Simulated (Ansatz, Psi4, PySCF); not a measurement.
C₆H₁₁FO (SMILES C/C(=C/F)[C@H](C)CO), singlet, geometry from GFN2-xTB. Base run: BLYP/STO-3G (PySCF).

Here is a job for PySCF.
```python
from pyscf import gto, scf, dft

mol = gto.M(
    atom='''
C    -1.027461   -0.803713    1.464345
C    -0.743737    0.016398    0.245980
C    -1.591292    0.961721   -0.126468
F    -1.390327    1.736084   -1.214779
C     0.506916   -0.266177   -0.551639
C     0.291489   -1.468102   -1.475133
C     1.722699   -0.503695    0.349362
O     1.876928    0.598945    1.216765
H    -0.311585   -0.556095    2.245958
H    -2.028447   -0.605392    1.837451
H    -0.938904   -1.865224    1.241341
H    -2.512252    1.217745    0.375544
H     0.718077    0.614637   -1.164726
H     0.087729   -2.367931   -0.898809
H     1.177052   -1.641701   -2.081941
H    -0.550361   -1.281617   -2.136516
H     2.611042   -0.621839   -0.287612
H     1.592733   -1.431936    0.924895
H     2.700757    0.504441    1.704619
''',
    basis='sto-3g',
    charge=0,
    spin=0,
    verbose=3,
)

mf = dft.RKS(mol)
mf.xc = 'blyp'
mf.kernel()
```

The same geometry, method and basis name were run in Ansatz (a program for electronic structure) and Psi4 and PySCF, at each program's defaults and at the settings that a row names. The base is PySCF at its defaults. Differences at the defaults can come from grids, fitting, cores and function types together.

```json
[
 {"code and settings": "PySCF, defaults (exact integrals, its default grid, spherical functions)", "ΔE vs base (mEh)": "0.000", "basis functions": "51", "E (Eh)": "-404.71021", "SCF cycles": "10", "dipole (D)": "1.34"},
 {"code and settings": "Psi4, defaults (density fitting with its default set, its default grid, spherical functions)", "ΔE vs base (mEh)": "-2.773", "basis functions": "51", "E (Eh)": "-404.71298", "SCF cycles": "9", "dipole (D)": "1.34"},
 {"code and settings": "Ansatz, defaults (factorised integrals, its default grid, spherical functions)", "ΔE vs base (mEh)": "-0.030", "basis functions": "51", "E (Eh)": "-404.71024", "SCF cycles": "-", "dipole (D)": "-"},
 {"code and settings": "PySCF, density fitting with def2-universal-jkfit", "ΔE vs base (mEh)": "-2.750", "basis functions": "51", "E (Eh)": "-404.71296", "SCF cycles": "10", "dipole (D)": "1.34"},
 {"code and settings": "PySCF, fine grid", "ΔE vs base (mEh)": "-0.026", "basis functions": "51", "E (Eh)": "-404.71024", "SCF cycles": "10", "dipole (D)": "1.34"},
 {"code and settings": "Psi4, exact integrals, spherical functions, fine grid", "ΔE vs base (mEh)": "-0.027", "basis functions": "51", "E (Eh)": "-404.71024", "SCF cycles": "12", "dipole (D)": "1.34"},
 {"code and settings": "Ansatz, high accuracy", "ΔE vs base (mEh)": "-0.028", "basis functions": "51", "E (Eh)": "-404.71024", "SCF cycles": "-", "dipole (D)": "-"}
]
```
